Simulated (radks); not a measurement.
Values are calculated unless marked as measured or tabulated.
Species: Tc. Configuration: [Kr] 4d5 5s2 (the NIST ground configuration).

Level of theory: non-relativistic Kohn-Sham, PBE, spin-polarised, spherical densities, point nucleus; open shells are filled with parallel spins first (spin-orbit coupling, left out, can overturn this in heavy ions); relativity is left out, which matters for an element this heavy (a radial shooting solver on a logarithmic mesh with Libxc functionals).

Energy parts (Ry):
part                        energy
total                  -8412.81425
kinetic                 8408.97360
electron-nucleus      -20021.85589
Hartree                 3451.94422
exchange-correlation    -251.87618

Orbitals (lengths in bohr, moments of r in powers of bohr; r(max) is where P^2 peaks):
| orbital | occ. | eigenvalue (Ry) | r(max) |
|---|---|---|---|
| 1s up | 1 | -1493.407 | 0.02345 |
| 1s down | 1 | -1493.407 | 0.02345 |
| 2s up | 1 | -209.3339 | 0.1309 |
| 2s down | 1 | -209.2856 | 0.1309 |
| 2p up | 3 | -193.2652 | 0.1029 |
| 2p down | 3 | -193.2301 | 0.1029 |
| 3s up | 1 | -36.32072 | 0.3834 |
| 3s down | 1 | -36.29772 | 0.3835 |
| 3p up | 3 | -30.08428 | 0.3706 |
| 3p down | 3 | -30.05724 | 0.3707 |
| 3d up | 5 | -18.64060 | 0.3115 |
| 3d down | 5 | -18.59771 | 0.3117 |
| 4s up | 1 | -5.18240 | 0.9765 |
| 4s down | 1 | -4.94068 | 0.9715 |
| 4p up | 3 | -3.36811 | 1.036 |
| 4p down | 3 | -3.11371 | 1.029 |
| 4d up | 5 | -0.61708 | 1.262 |
| 4d down | 0 | -0.37360 | 1.258 |
| 5s up | 1 | -0.38547 | 2.761 |
| 5s down | 1 | -0.30050 | 2.982 |

The highest occupied level is 5s down at -4.089 eV. The configuration is held as typed, so some empty levels lie below it. The electron density at the nucleus is 5.554e+04 e/bohr^3. Spin moment in Bohr magnetons: 5. The density falls to 0.001 e/bohr^3 at r = 4.81 bohr. The spin density at the nucleus is -0.122 e/bohr^3 (1s -0.013, 2s -0.600, 3s 0.233, 4s -1.592, 5s 1.849). Virial ratio -V/T = 2.00046.
